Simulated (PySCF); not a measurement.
# Rh¹⁷⁺: ionisation energy

Rh¹⁷⁺ [Ar] 3d10 → Rh¹⁸⁺ [Ar] 3d9 [3d3/2^4 3d5/2^5, M_J = 5/2], as a difference of total energies. All numbers are calculated (PySCF 2.14, the two-component X2C-1e Hamiltonian, in an even-tempered Gaussian basis (17 s from 1.7 bohr⁻², ratio 2.8; 13 p from 2.2 bohr⁻², ratio 2.8; 8 d from 2.2 bohr⁻², ratio 2.8; 4 f from 11 bohr⁻², ratio 3)). Correlated levels: [Ne] frozen; the 76 highest virtual spinors dropped. "Screened" scales the spin-orbit matrix elements by Boettger's factors to mimic the two-electron term; Breit and QED terms are absent.

```tsv
method	ionisation energy (eV)
GHF (spin-free)	741.27
GMP2 (spin-free)	742.78
GHF (screened spin-orbit)	739.16
GMP2 (screened spin-orbit)	740.68
```

Task: How much does correlation contribute at GMP2 (screened spin-orbit)?

Result: 740.68 − (739.16) = 1.52 eV, measured against GHF (screened spin-orbit).

Breit and QED terms and the two-electron picture change are absent.

The spin-free rows lack the spin-orbit shift.

For comparison: 739 ± 3 eV (theoretical estimate listed by NIST; NIST Atomic Spectra Database, ionization energies).
